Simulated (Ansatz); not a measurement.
Species: AlHClF, charge 0, singlet. AlHClF (SMILES [AlH]([F])[Cl]).
B3LYP-D3(BJ)/def2-TZVP minimum from Ansatz (a quantum-chemistry and plane-wave program):
```
Al
F 1 1.6458
H 1 1.5554 2 119.79
Cl 1 2.0873 3 122.41 2 180.00
```

Atomisation energy term by term, kcal/mol (programs: Ansatz). UHF or UKS for unpaired electrons; spin-orbit terms are left out. Correlated methods leave the cores frozen. Rows without X2C or -DK are non-relativistic. CBS(X,Y): correlation extrapolated as X^-3, Hartree-Fock from the larger set (Q,5: extrapolated as (X+1)exp(-9√X)). A bracket is a step between two methods taken in the basis named. '+ core + X2C': CCSD(T) terms for core correlation (cc-pwCVTZ, 1s frozen past Ne) and scalar relativity (cc-pVTZ-DK). For partners of very few electrons the exact lower level stands in for a higher one.

```tsv
term	basis	kcal/mol
Hartree-Fock	CBS(cc-pV(Q+d)Z,cc-pV(5+d)Z)	248.04
CCSD correlation	CBS(cc-pV(Q+d)Z,cc-pV(5+d)Z)	69.09
(T)	CBS(cc-pV(Q+d)Z,cc-pV(5+d)Z)	5.43
CCSDT(Q) - CCSD(T)	cc-pV(T+d)Z	-0.12
core correlation	cc-pwCVTZ	-0.66
scalar relativity	X2C, cc-pVTZ-DK	-0.95
sum: De		320.8
```

The step beyond CCSD(T) by other levels: CCSDT(Q) in cc-pV(D+d)Z 0.30 kcal/mol.
